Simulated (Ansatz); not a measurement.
Consider the isomerisation: `BN([SiH2]C)[Si](C)(C)C` → `BN([SiH](C)C)[SiH](C)C`.

Calculated with Ansatz (gas phase, PBE0-D4/def2-TZVP geometries, no zero-point term in ΔE). CCSD(T)/CBS adds triple-zeta CCSD(T) − MP2 to the extrapolated MP2 energy (def2 sets, frozen cores). Functionals use def2-TZVPP. B3LYP here is the variant with VWN-RPA as its local correlation; programs differ in this. HSE06 is defined as in plane-wave codes. Each species was taken in one conformer, which may not be the lowest.

```json
{"level": "LDA (SPW92)", "ΔE (kcal/mol)": "0.4", "difference from CCSD(T)/CBS": "-0.2"}
{"level": "PBE-D4", "ΔE (kcal/mol)": "0.6", "difference from CCSD(T)/CBS": "0.0"}
{"level": "revPBE-D4", "ΔE (kcal/mol)": "0.7", "difference from CCSD(T)/CBS": "0.1"}
{"level": "BLYP-D4", "ΔE (kcal/mol)": "0.7", "difference from CCSD(T)/CBS": "0.1"}
{"level": "PBE0-D4", "ΔE (kcal/mol)": "0.6", "difference from CCSD(T)/CBS": "0.0"}
{"level": "B3LYP-D4", "ΔE (kcal/mol)": "0.7", "difference from CCSD(T)/CBS": "0.1"}
{"level": "r2SCANh-D4", "ΔE (kcal/mol)": "0.6", "difference from CCSD(T)/CBS": "0.0"}
{"level": "r2SCAN0-D4", "ΔE (kcal/mol)": "0.6", "difference from CCSD(T)/CBS": "0.0"}
{"level": "HSE06-D4", "ΔE (kcal/mol)": "0.6", "difference from CCSD(T)/CBS": "0.0"}
{"level": "BHLYP-D4", "ΔE (kcal/mol)": "0.6", "difference from CCSD(T)/CBS": "0.0"}
{"level": "CAM-B3LYP-D4", "ΔE (kcal/mol)": "0.6", "difference from CCSD(T)/CBS": "0.0"}
{"level": "ωB97X-V", "ΔE (kcal/mol)": "0.6", "difference from CCSD(T)/CBS": "0.0"}
{"level": "ωB97M-V", "ΔE (kcal/mol)": "0.6", "difference from CCSD(T)/CBS": "0.0"}
{"level": "B2PLYP", "ΔE (kcal/mol)": "0.6", "difference from CCSD(T)/CBS": "0.0"}
{"level": "PBE-QIDH", "ΔE (kcal/mol)": "0.6", "difference from CCSD(T)/CBS": "0.0"}
{"level": "PBE", "ΔE (kcal/mol)": "0.5", "difference from CCSD(T)/CBS": "-0.1"}
{"level": "revPBE", "ΔE (kcal/mol)": "0.6", "difference from CCSD(T)/CBS": "0.0"}
{"level": "BLYP", "ΔE (kcal/mol)": "0.5", "difference from CCSD(T)/CBS": "-0.1"}
{"level": "PBE0", "ΔE (kcal/mol)": "0.5", "difference from CCSD(T)/CBS": "-0.1"}
{"level": "B3LYP", "ΔE (kcal/mol)": "0.5", "difference from CCSD(T)/CBS": "-0.1"}
{"level": "r2SCANh", "ΔE (kcal/mol)": "0.5", "difference from CCSD(T)/CBS": "-0.1"}
{"level": "r2SCAN0", "ΔE (kcal/mol)": "0.5", "difference from CCSD(T)/CBS": "-0.1"}
{"level": "BHLYP", "ΔE (kcal/mol)": "0.5", "difference from CCSD(T)/CBS": "-0.1"}
{"level": "CAM-B3LYP", "ΔE (kcal/mol)": "0.5", "difference from CCSD(T)/CBS": "-0.1"}
{"level": "LC-ωPBE", "ΔE (kcal/mol)": "0.6", "difference from CCSD(T)/CBS": "0.0"}
{"level": "RPA@PBE/def2-TZVPP", "ΔE (kcal/mol)": "0.6", "difference from CCSD(T)/CBS": "0.0"}
{"level": "HF/def2-SVP", "ΔE (kcal/mol)": "0.7", "difference from CCSD(T)/CBS": "0.1"}
{"level": "MP2/def2-SVP", "ΔE (kcal/mol)": "1.0", "difference from CCSD(T)/CBS": "0.4"}
{"level": "CCSD/def2-SVP", "ΔE (kcal/mol)": "0.9", "difference from CCSD(T)/CBS": "0.3"}
{"level": "CCSD(T)/def2-SVP", "ΔE (kcal/mol)": "0.9", "difference from CCSD(T)/CBS": "0.3"}
{"level": "MP2/def2-TZVPP", "ΔE (kcal/mol)": "0.7", "difference from CCSD(T)/CBS": "0.1"}
{"level": "SCS-MP2/def2-TZVPP", "ΔE (kcal/mol)": "0.6", "difference from CCSD(T)/CBS": "0.0"}
{"level": "CCSD/def2-TZVPP", "ΔE (kcal/mol)": "0.6", "difference from CCSD(T)/CBS": "0.0"}
{"level": "CCSD(T)/def2-TZVPP", "ΔE (kcal/mol)": "0.6", "difference from CCSD(T)/CBS": "0.0"}
{"level": "HF/def2-QZVPP", "ΔE (kcal/mol)": "0.6", "difference from CCSD(T)/CBS": "0.0"}
{"level": "MP2/def2-QZVPP", "ΔE (kcal/mol)": "0.7", "difference from CCSD(T)/CBS": "0.1"}
{"level": "SCS-MP2/def2-QZVPP", "ΔE (kcal/mol)": "0.6", "difference from CCSD(T)/CBS": "0.0"}
{"level": "HF/CBS(def2)", "ΔE (kcal/mol)": "0.6", "difference from CCSD(T)/CBS": "0.0"}
{"level": "MP2/CBS(def2)", "ΔE (kcal/mol)": "0.6", "difference from CCSD(T)/CBS": "0.0"}
{"level": "CCSD/CBS(def2)", "ΔE (kcal/mol)": "0.6", "difference from CCSD(T)/CBS": "0.0"}
{"level": "CCSD(T)/CBS", "ΔE (kcal/mol)": "0.6", "difference from CCSD(T)/CBS": "0"}
```

Largest T1 diagnostic among the species: 0.011.

Leaving LDA and LC-ωPBE aside and taking each functional with its dispersion term where it has one, the values, not all of them listed here, spread over 0.2 kcal/mol, from B97M-V to revPBE-D4.

CCSD(T)/CBS has its own doubt, a few kJ/mol and more with outer-core shells, so smaller differences from it don't rank the levels.
